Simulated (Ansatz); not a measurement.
`[Br][In][Br]`• → 2 Br• + In•  (atomization)

Program: Ansatz. Geometries: PBE0-D4/def2-TZVP. ΔE: electronic, gas phase. CCSD(T)/CBS adds triple-zeta CCSD(T) − MP2 to the extrapolated MP2 energy (def2 sets, frozen cores). For atomizations the MP2-based limit and the directly extrapolated one differ by several kJ/mol either way, and by 10 to 25 for some Ge, Se and Sn compounds, so smaller differences from it don't rank the levels. Functionals use def2-TZVPP. No spin–orbit coupling; open shells (•) take unrestricted orbitals. Spin–orbit coupling would lower the free atoms: clearly for Br; strongly for In. Elements past krypton have def2 core potentials. Bonds to Br, In are less sure, by a few kJ/mol each and by 10 to 20 or more in all where they break to atoms, as the def2 sets lack core-valence functions. Scalar relativity is left out up to krypton.

Question: What is ΔE at CCSD(T)/CBS? (Estimate.)

Answer: The calculation gave: +575.9 kJ/mol.

Question: What do these levels give: ωB97M-V, PBE-QIDH, PBE, LC-ωPBE, CCSD(T)/def2-SVP, MP2/CBS(def2)? (Best estimate.)

Answer: Ansatz gave: ωB97M-V 550.9, PBE-QIDH 570.6, PBE 573.4, LC-ωPBE 547.6, CCSD(T)/def2-SVP 509.2, MP2/CBS(def2) 599.2 kJ/mol.

Largest T1 diagnostic among the species: 0.015.

From BLYP to BHLYP (50 % exact exchange), in def2-TZVPP and without D4, ΔE moves by −6.8 kJ/mol: exact exchange takes away binding that semilocal exchange gives to molecules. At CCSD(T), def2-SVP lies −66.7 kJ/mol from the extrapolated value and def2-TZVPP −34.9 kJ/mol: correlation converges slowly with the basis, and small sets miss more of it in the bonded molecule than in its fragments.
